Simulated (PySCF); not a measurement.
Several molecules and their computed UV-vis stick spectra, shuffled. Computed, not measured: TDDFT PBE0/def2-SVPD, vertical, gas phase, core orbitals frozen in the response in PySCF 2.14.0, density-fitted response routines. Geometries: PBE0-D3(BJ)/def2-SVP; one conformer of each isolated species. Triplets are in the Tamm–Dancoff approximation. Relativistic effects are left out although some hold elements past zinc.

A. `C[SiH2][O][GeH2][O][SiH3]` (CH10GeO2Si2)
B. `O=S(=O)(O)c1cccnc1` (C5H5NO3S)
C. `ClBr` (BrCl)

Lowest singlet levels (six at most, fewer where fewer were computed) with oscillator strengths:

1. 4.58 eV (f 0.002); 4.89 eV (f 0.002); 5.50 eV (f 0.052); 6.08 eV (f 0.103); 6.48 eV (f 0.004); 6.66 eV (f 0.031); T1 4.02 eV
2. 2.96 eV (f 0.002 summed over 2 states); 5.41 eV (f 0.000 summed over 2 states); 8.04 eV (f 0.038 summed over 2 states); 8.74 eV (f 0.525); 8.78 eV (f 0.085 summed over 2 states) [of 10 roots; the last level is left out, as the window may have cut its degenerate partner]; T1 2.16 eV
3. 7.01 eV (f 0.004); 7.17 eV (f 0.006); 7.22 eV (f 0.006); 7.36 eV (f 0.001); 7.41 eV (f 0.003); 7.61 eV (f 0.033); T1 6.66 eV

Question: Which spectrum belongs to which structure?

Answer: 1 = B, 2 = C, 3 = A.
- A: S1 at 7.01 eV, HOMO→LUMO (66%), HOMO-2→LUMO (26%); Löwdin shares by element: HOMO oxygen 38%, silicon 16% or more, hydrogen 14% or more (atoms not listed hold the other 33%); LUMO silicon 25% or more, germanium 18%, oxygen 12% or more, hydrogen 8% or more (atoms not listed hold the other 36%); HOMO -8.35 and LUMO -0.13 eV.
- B: S1 at 4.58 eV, HOMO→LUMO (99%); Löwdin shares by element: HOMO nitrogen 57%, carbon 25% or more (atoms not listed hold the other 17%); LUMO carbon 57% or more, nitrogen 13% (atoms not listed hold the other 30%); HOMO -8.15 and LUMO -1.96 eV.
- C: S1 at 2.96 eV, HOMO-1/HOMO→LUMO (100%); Löwdin shares by element: HOMO (one of a set within 0.03 eV) bromine 61%, chlorine 39%; LUMO bromine 55%, chlorine 45%; HOMO -8.55 and LUMO -3.84 eV; point group C∞v, 2 of its 9 listed states under f = 0.0005.

A slash joins orbitals within 0.01 eV of each other, whose weights are summed (≥ marks a lower bound).
